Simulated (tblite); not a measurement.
C₂H₄BClO₂.
SMILES: `ClB1OCCO1`

Method: GFN2-xTB as coded in tblite; computed harmonic values from a numerical Hessian at the method's own geometry, unscaled. Against measured fundamentals such values can be off by several per cent, at times by over 20.

Harmonic wavenumbers (cm⁻¹): 145.7, 171.0, 243.2, 410.3, 511.9, 713.7, 800.7, 845.7, 969.0, 1030.4, 1030.8, 1101.5, 1139.1, 1143.1, 1169.4, 1178.2, 1290.1, 1293.5, 1457.7, 1476.4, 2937.4, 2951.0, 2957.5, 2960.3.

A = 7802, B = 2013, C = 1633 MHz; mass 105.999 u (most abundant isotopes); point group C2v, symmetry number 2.

Zero-point energy?

½Σν̃ = 14964 cm⁻¹ = 179.01 kJ/mol.

Give the ideal-gas entropy at 200 K and 1 bar in the rigid-rotor, harmonic-oscillator model (classical rotation).

Translation 158.72, rotation 101.93, vibration 23.73: S = 284.4 J/(mol K).

And Cp and H(200 K) − H(0)?

Cp = 66.62 J/(mol K), of which vibrations give 33.36 (their classical limit is 24 R = 199.5); H(200 K) − H(0) = 9.63 kJ/mol without the zero-point energy, 2.98 from vibrations.

How do the functions run with temperature in this model?

| T (K) | S (J/(mol K)) | Cp (J/(mol K)) | H − H(0) (kJ/mol) | G − H(0) (kJ/mol) | ln q(vib) |
| --- | --- | --- | --- | --- | --- |
| 150 | 266.6 | 57.6 | 6.53 | -33.46 | 0.63 |
| 250 | 300.3 | 77.0 | 13.21 | -61.87 | 1.52 |
| 298.15 | 314.8 | 87.9 | 17.18 | -76.68 | 1.99 |
| 400 | 343.9 | 110.9 | 27.32 | -110.24 | 3.03 |
| 600 | 396.0 | 145.9 | 53.24 | -184.34 | 5.21 |
| 900 | 461.6 | 176.9 | 102.12 | -313.32 | 8.51 |

q(vib) and H(0) count from the zero-point level.

Blend soft modes into free rotors: weight 1/[1 + (100 cm⁻¹/ν̃)⁴] for the oscillator and the rest for a rotor with moment μB/(μ + B), μ = h/(8π²ν), B = 10⁻⁴⁴ kg m². What vibrational entropy results?

23.97 J/(mol K) in place of 23.73, which changes −T·S at 200 K by -0.05 kJ/mol.

Hindered rotation and anharmonicity are outside this model.
